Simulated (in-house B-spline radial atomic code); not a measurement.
Orbital energies and mean radii along the 12-electron series, configuration [Ne] 3s2. The effective charge is n√(-2ε), a non-relativistic measure. Computed with a B-spline radial code for spherical atoms: Dirac-Hartree-Fock, average of the configuration, finite nuclei.

```
  ion   Z  energy of 2p3/2 (Eh)  mean radius of 2p3/2 (bohr)  energy of 2p1/2 (Eh)  mean radius of 2p1/2 (bohr)  energy of 1s1/2 (Eh)  mean radius of 1s1/2 (bohr)  energy of 3s1/2 (Eh)  mean radius of 3s1/2 (bohr)  effective charge of 2p3/2
Cr12+  24                -34.26                      0.25665               -34.591                      0.25399               -234.89                     0.063466               -12.929                      0.76668                     16.555
Mn13+  25                     ?                            ?                     ?                            ?                     ?                            ?                     ?                            ?                          ?
Fe14+  26                -43.13                      0.23254               -43.607                      0.22971               -280.32                      0.05838               -16.657                      0.68545                     18.575
Co15+  27               -47.942                       0.2221               -48.509                      0.21919               -304.62                     0.056121               -18.694                      0.65098                     19.584
Ni16+  28               -53.005                      0.21256               -53.674                      0.20957               -329.97                     0.054025               -20.846                      0.61981                     20.592
Cu17+  29                -58.32                       0.2038               -59.103                      0.20072               -356.37                     0.052073               -23.115                      0.59146                       21.6
Zn18+  30                     ?                            ?                     ?                            ?                     ?                            ?                     ?                            ?                          ?
Ga19+  31               -69.705                      0.18828               -70.762                      0.18502               -412.38                     0.048547               -28.003                      0.54183                     23.614
Ge20+  32               -75.775                      0.18136               -76.993                      0.17802               -441.99                     0.046949               -30.623                      0.51997                     24.621
As21+  33                     ?                            ?                     ?                            ?                     ?                            ?                     ?                            ?                          ?
Se22+  34               -88.672                      0.16894               -90.269                      0.16542               -504.46                     0.044034               -36.218                      0.48105                     26.634
Br23+  35               -95.499                      0.16334               -97.316                      0.15973               -537.33                     0.042701               -39.194                      0.46365                      27.64
```

(1) Fill in the row of Mn13+.

(2) Fill in the row of Zn18+.

(3) Fill in the row of As21+.

(4) How does the screening of 2p3/2 change?

Results:

(1) energy of 2p3/2 (Eh): -38.569; mean radius of 2p3/2 (bohr): 0.244; energy of 2p1/2 (Eh): -38.969; mean radius of 2p1/2 (bohr): 0.24126; energy of 1s1/2 (Eh): -257.08; mean radius of 1s1/2 (bohr): 0.060821; energy of 3s1/2 (Eh): -14.735; mean radius of 3s1/2 (bohr): 0.72378; effective charge of 2p3/2: 17.566.

(2) energy of 2p3/2 (Eh): -63.887; mean radius of 2p3/2 (bohr): 0.19573; energy of 2p1/2 (Eh): -64.799; mean radius of 2p1/2 (bohr): 0.19256; energy of 1s1/2 (Eh): -383.84; mean radius of 1s1/2 (bohr): 0.050251; energy of 3s1/2 (Eh): -25.501; mean radius of 3s1/2 (bohr): 0.56557; effective charge of 2p3/2: 22.607.

(3) energy of 2p3/2 (Eh): -82.097; mean radius of 2p3/2 (bohr): 0.17493; energy of 2p1/2 (Eh): -83.495; mean radius of 2p1/2 (bohr): 0.1715; energy of 1s1/2 (Eh): -472.68; mean radius of 1s1/2 (bohr): 0.045448; energy of 3s1/2 (Eh): -33.361; mean radius of 3s1/2 (bohr): 0.49977; effective charge of 2p3/2: 25.628.

(4) Z less the effective charge goes from 7.44 at Z = 24 to 7.36 at Z = 35.
